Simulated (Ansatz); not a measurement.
Ideal-gas functions of CHClNOSn (`O=C=[N][SnH][Cl]`) radical at 600 K and 1 bar, from an Ansatz frequency run at PBE0-D4/def2-TZVP.

Molar mass 197.19 g/mol, point group C1 (symmetry number 1), electronic degeneracy 2, moments of inertia 148.947, 387.033, 522.785 u Å². Harmonic wavenumbers (cm⁻¹, unscaled): 29, 93, 148, 361, 437, 487, 521, 644, 676, 1422, 1795, 2333.

Use S(trans) = R[1.5 ln M + 2.5 ln T − 1.1517]; rotational temperatures θ = 24.2544 K / I; S(rot) = R[ln(√π/σ · √(T³/θAθBθC)) + 1.5]; for each mode x = 1.438777 ν̃/T, S = R[x/(eˣ − 1) − ln(1 − e⁻ˣ)] and H = RT x/(eˣ − 1); 1 cm⁻¹ = 0.0119627 kJ/mol; R = 8.31446 J/(mol·K).

By hand: the entropy, in J/(mol·K).

Translation 189.3. Rotation: θ = 0.1628, 0.0627, 0.0464 K, giving 128.8. Vibration, mode by mode: 30.48, 20.81, 16.97, 9.77, 8.30, 7.48, 6.98, 5.48, 5.15, 1.25, 0.60, 0.20, in all 113.5. Electronic 5.8. Sum 437.4 J/(mol·K).

By hand: H − E and G − E in kJ/mol, counted from the electronic energy.

Zero-point energy ½ × 8946 × 0.0119627 = 53.5; thermal vibration 29.6; translation, rotation and pV give 4 RT = 20.0. H − E = 103.1 kJ/mol, and G − E = 103.1 − 600 × 437.4/1000 = -159.3 kJ/mol.

Vibration gives 26 % of the entropy, 68.3 J/(mol·K) of it from the modes under 150 cm⁻¹: soft modes count most, and the harmonic formula is weakest for them. The sum counts one conformer and one mirror image; others add a mixing term.
